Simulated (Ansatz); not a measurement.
Frontier orbitals of AlBrH₂SSi, SMILES `[Br][Al]1[SiH2][S]1`.

Total charge 0; spin multiplicity 1. Correlated methods include outer-core shells of Br, which these sets cover unevenly. Scalar relativity is left out up to krypton. The geometry is a stationary point of PBE0-D4/def2-TZVP. Basis def2-TZVPP, the Gaussian-basis code of Ansatz.

```json
{"functional": "PBE", "HOMO (eV)": "-5.87", "LUMO (eV)": "-2.54", "gap (eV)": "3.33"}
{"functional": "PBE0", "HOMO (eV)": "-6.86", "LUMO (eV)": "-1.76", "gap (eV)": "5.10"}
{"functional": "HSE06 (plane-wave form)", "HOMO (eV)": "-6.48", "LUMO (eV)": "-2.13", "gap (eV)": "4.35"}
{"functional": "BHLYP", "HOMO (eV)": "-7.72", "LUMO (eV)": "-0.89", "gap (eV)": "6.83"}
{"functional": "CAM-B3LYP", "HOMO (eV)": "-8.04", "LUMO (eV)": "-0.77", "gap (eV)": "7.27"}
{"functional": "ωB97M-V", "HOMO (eV)": "-8.78", "LUMO (eV)": "-0.06", "gap (eV)": "8.72"}
```

A quarter of exact exchange (PBE0) shifts PBE's HOMO by −0.99 eV and its LUMO by +0.78 eV; full exchange at long range (ωB97M-V) shifts them by −2.91 and +2.49 eV. The gap opens from 3.33 to 8.73 eV, since occupied levels lose self-interaction and empty ones feel all the electrons.
